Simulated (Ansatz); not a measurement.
`[NH2][GaH][AlH2]` + NH₃ → `[NH2][GaH][NH2]` + `[AlH3]` at 400 K and 1 bar (cleavage of the Ga–Al bond).

Calculated with Ansatz (gas phase, PBE0-D4/def2-TZVP geometries, no zero-point term in ΔE). CBS: MP2 limit from def2 TZ/QZ plus the TZ coupled-cluster correction, frozen cores. This one scheme is used for every species. For Ga outer-core shells are correlated without core-valence functions, which leaves a few kJ/mol of doubt a bond. Scalar relativity is left out up to krypton. One conformer a species, not always the lowest.

```
           species  CCSD(T)/CBS energy (Eh)  H − E (kJ/mol)  S (J/(mol·K))
`[NH2][GaH][AlH2]`              -2223.66218           150.7          372.5
               NH₃                -56.50880           104.2          203.1
 `[NH2][GaH][NH2]`              -2036.39598           178.8          352.3
          `[AlH3]`               -243.78045            63.6          220.9
```

H − E and S are ideal-gas, rigid-rotor, harmonic terms from PBE0-D4/def2-TZVP, for one conformer and one mirror image of each species. 1 Eh = 2625.50 kJ/mol, R = 8.31446 J/(mol·K).

Q: By hand: ΔE, ΔH, ΔS and ΔG.

A: ΔE = (-2036.39598) + (-243.78045) − (-2223.66218) − (-56.50880) = -0.00545 Eh = -14.3 kJ/mol. Δ(H − E) = 178.8 + 63.6 − 150.7 − 104.2 = -12.5, so ΔH = -26.8 kJ/mol. ΔS = 352.3 + 220.9 − 372.5 − 203.1 = -2.4 J/(mol·K). ΔG = -26.8 − 400 × (-2.4)/1000 = -25.8 kJ/mol.

Q: By hand: the equilibrium constant, and the temperature at which ΔG would vanish if ΔH and ΔS stayed fixed.

A: log₁₀ K = −ΔG/(RT ln 10) = 3.4. ΔG = 0 at ΔH/ΔS = 11167 K, far beyond where these terms or the molecules hold.

The number of gas molecules stays the same, so ΔS is small and ΔH decides. A doubt of 5 kJ/mol in ΔE shifts log₁₀ K by 0.7 here. Other conformers and mirror images would add mixing entropy, several J/(mol·K) or more a flexible species. Modes under 60 cm⁻¹, often nearly free rotors, make the harmonic entropy too high. These are equilibria of isolated gas molecules and say nothing of rates. Largest T1 diagnostic: 0.015 (customary marks: 0.02 for closed shells, 0.045 for open ones).
